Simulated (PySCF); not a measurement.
**Polarisability and C₆ of Sc⁺ (scandium, charge +1)**

[Ar] 3d1 4s1, high-spin 3D determinant. Computed with PySCF 2.14 in aug-cc-pwCVTZ-DK with one added diffuse shell each of s, p, d, f, g type (11s10p8d5f4g, 152 functions), with the spin-free X2C one-electron Hamiltonian (Gaussian nucleus). Coupled (time-dependent) response in atomic units; α is the mean over directions.

| method | mean α (bohr³) | α xx, yy, zz | C₆ (like pair) | S(−4) |
| --- | --- | --- | --- | --- |
| UHF | 76.34 | 75.12, 75.12, 78.76 | 564.1 | 5348 |

S(−4) is the Cauchy moment in α(ω) = α(0) + S(−4) ω² + …

α(iu) at UHF:

```csv
u (hartree),α(iu) (bohr³)
0,76.34
0.0500,65.08
0.100,45.76
0.200,22.43
0.300,13.28
0.500,6.913
0.750,4.298
1.00,3.103
1.50,1.918
2.00,1.314
3.00,0.7261
5.00,0.3198
```

For an ion, C₆ is the dispersion term alone; charge-induced terms of lower order in 1/R come first.

The components differ because the open shell of this determinant is not spherical; for a pure term their mean is the scalar polarisability.
